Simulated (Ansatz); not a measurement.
The cluster Be₄Se₅⁺. The state is a doublet with charge 1. Geometry PBE0-D4/def2-SVP, that of the neutral singlet; atoms count from 1.

```tsv
atom	x (Å)	y (Å)	z (Å)
Be1	-0.7248	-1.5295	0.3482
Be2	-1.0810	0.3584	-0.9951
Be3	-0.4411	0.5826	1.3242
Be4	1.3805	-0.3843	-0.3443
Se5	-2.3942	-0.1243	0.6725
Se6	-0.0526	-1.3889	-1.7137
Se7	0.0911	2.0728	-0.2255
Se8	0.8945	-1.0566	1.7179
Se9	2.3275	1.4697	-0.7843
```

The structure comes from a short search, and lower isomers may exist.

Estimate the Mulliken populations from the PBE0/def2-TZVP orbitals of Ansatz.


```csv
atom,charge (e),spin (α − β)
Be1,0.16,-0.01
Be2,0.14,0.02
Be3,0.14,0.02
Be4,0.20,-0.04
Se5,-0.01,-0.01
Se6,-0.02,0.07
Se7,0.12,0.02
Se8,-0.02,0.07
Se9,0.27,0.85
```
Mulliken values depend strongly on the basis.

Where does the spin sit?

Summed by element: Be 0.00, Se 1.00, of 1 unpaired in all. Largest on single atoms: Se9 0.85, Se8 0.07, Se6 0.07.

And the Mayer bond orders between heavy atoms (over 0.3)?

Be1–Se5 0.76 (2.21 Å); Be1–Se6 0.81 (2.17 Å); Be1–Se8 0.81 (2.17 Å); Be2–Se5 0.85 (2.18 Å); Be2–Se6 0.88 (2.15 Å); Be2–Se7 0.66 (2.21 Å); Be3–Se5 0.85 (2.18 Å); Be3–Se7 0.66 (2.21 Å); Be3–Se8 0.88 (2.15 Å); Be4–Se6 0.77 (2.22 Å); Be4–Se8 0.77 (2.22 Å); Be4–Se9 0.79 (2.13 Å); Se7–Se9 1.09 (2.38 Å).
